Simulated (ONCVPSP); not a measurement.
# Plane-wave convergence, ONCV potential for Nd

ONCVPSP 4.0.1 input, shortened (lines: element, Z, core and valence counts, functional; n l f; lmax; l rc ep ncon nbas qcut; lloc lpopt rc5 dvloc0; l nproj debl; icmod fcfact rcfact), LDA (Perdew-Wang 92), fully relativistic:

```
  Nd 60.00    8    5  -001012      upf
    1    0    2.00
    2    0    2.00
    2    1    6.00
    3    0    2.00
    3    1    6.00
    3    2   10.00
    4    0    2.00
    4    1    6.00
    4    2   10.00
    4    3    4.00
    5    0    2.00
    5    1    6.00
    6    0    2.00
    3
    0    2.30    0.00    4    7    6.70
    1    2.85    0.00    4    7    6.10
    2    0.70    0.00    4    9   14.40
    3    1.40    0.00    4    8   14.10
    4    5    0.55    3.00
    0    3    3.70
    1    1    2.70
    2    1    1.60
    3    1    2.00
    3    4.25    1.05
```

Open shells are filled in proportion to 2j + 1.

Q: For each optimised wave give the share of its norm inside rc, the residual kinetic energy above qcut (Ha) and the cutoffs (Ha) for errors of 10, 1, 0.1 and 0.01 mHa per electron.

A:

```
         wave  norm inside rc  residual KE  10 mHa  1 mHa  0.1 mHa     0.01 mHa
           5s           0.940      5.5e-08     9.6   12.8     15.6         17.9
           6s           0.056      1.4e-08     6.9   11.1     14.3         16.9
s projector 3           0.146      3.1e-06    12.8   16.9     19.3         21.8
     5p j=3/2           0.943      9.3e-09     4.1    5.5     10.1         13.0
     5p j=1/2           0.961      7.8e-09     4.8    6.3      7.5         11.8
     4d j=5/2           0.524      1.3e-04    73.4   89.5    105.7        536.2
     4d j=3/2           0.539      1.7e-04    75.2   92.0    109.4        547.6
     4f j=7/2           0.753      5.0e-05    65.3   76.2     87.6  not reached
     4f j=5/2           0.763      3.0e-05    64.1   74.6     84.1  not reached
```

The occupied waves need 92 Ha and 109 Ha for 1 and 0.1 mHa. Note: ghosts flagged at negative energy: s at -1085.5 eV, p3/2 at -540.4 eV, p1/2 at -516.3 eV; GHOST(+) flagged for s at 97.5 eV. A true bound ghost makes a file unfit for plane-wave use. Tests left out (the all-electron energies of this program are off by 10 to 40 meV for near-neutral 4f atoms).
